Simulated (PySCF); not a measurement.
An unknown is described by computed data only.

Formula: C8H6N2.

| Item | Value |
| --- | --- |
| 13C NMR | chemical shifts (computed TMS as zero) by class: 158.8 (1 C), 158.0 (1 C), 155.5 (1 C), 154.2 (1 C), 141.8 (1 C), 129.5 (1 C), 126.8 (1 C), 126.5 (1 C) ppm [GIAO PBE0/pcSseg-1] |
| 1H NMR | chemical shifts (computed TMS as zero) by class: 9.61 (1 H), 9.42 (1 H), 9.39 (1 H), 8.50 (1 H), 8.34 (1 H), 7.66 (1 H) ppm [GIAO PBE0/pcSseg-1] |
| Rotational structure | rotational constants A, B, C: 3.278, 1.291, 0.926 GHz [GFN2-xTB] |
| NMR, other nuclei | isotropic shieldings of nuclei other than C and H, by class: -91 (1 N), -89 (1 N) ppm [GIAO PBE0/pcSseg-1] |
| Dipole | 2.51 D [PBE0/pcSseg-1] |

Electronic properties: PySCF, gas phase, density fitting. Levels stand in brackets. Geometry: GFN2-xTB; no solvent, vibrations or thermal averaging. NMR values are class means; diastereotopic atoms form classes of their own.

Question: Propose a structure and show how it fits.

Answer: Numbering: `[cH:1]1[cH:2][n:3][c:4]2[cH:5][cH:6][n:7][cH:8][c:9]2[cH:10]1`. Its formula, C8H6N2, gives 7 degrees of unsaturation: 2 rings and 5 π bonds in the structure found (Kekulé form). 8 carbons fall into 8 classes; from least to most shielded: aromatic CH next to a ring nitrogen [C2] (158.8 ppm), aromatic CH next to a ring nitrogen [C8] (158.0 ppm), ring-fusion aromatic carbon [C4] (155.5 ppm), aromatic CH next to a ring nitrogen [C6] (154.2 ppm), aromatic CH carbon [C10] (141.8 ppm), aromatic CH carbon [C5] (129.5 ppm), ring-fusion aromatic carbon [C9] (126.8 ppm), aromatic CH carbon [C1] (126.5 ppm). Hydrogen classes from least to most shielded: 1 H on an aromatic CH next to a ring nitrogen, C8 (9.61 ppm), 1 H on an aromatic CH next to a ring nitrogen, C2 (9.42 ppm), 1 H on an aromatic CH next to a ring nitrogen, C6 (9.39 ppm), 1 H on an aromatic CH carbon, C10 (8.50 ppm), 1 H on an aromatic CH carbon, C5 (8.34 ppm), 1 H on an aromatic CH carbon, C1 (7.66 ppm). The other shieldings belong to: -91 ppm, pyridine-type nitrogen [N7]; -89 ppm, pyridine-type nitrogen [N3]. The optimised geometry has point group Cs and is an asymmetric top. Structure: `c1cnc2ccncc2c1` (1,6-naphthyridine). Computed isomers that give other values at the same levels: `c1ccc2cnncc2c1` (13C chemical shifts (computed TMS as zero) by class: 154.4 (2 C), 136.9 (2 C), 132.0 (2 C), 129.8 (2 C) ppm); `c1cnc2ncccc2c1` (13C chemical shifts (computed TMS as zero) by class: 160.0 (1 C), 158.8 (2 C), 143.1 (2 C), 126.5 (1 C), 126.5 (2 C) ppm); `C=Cc1cccc(C#N)n1` (rotational constant A: 2.226 GHz; this holds for the one conformer computed). The assignments are read from this structure; whether some other isomer fits the data as well wasn't checked.
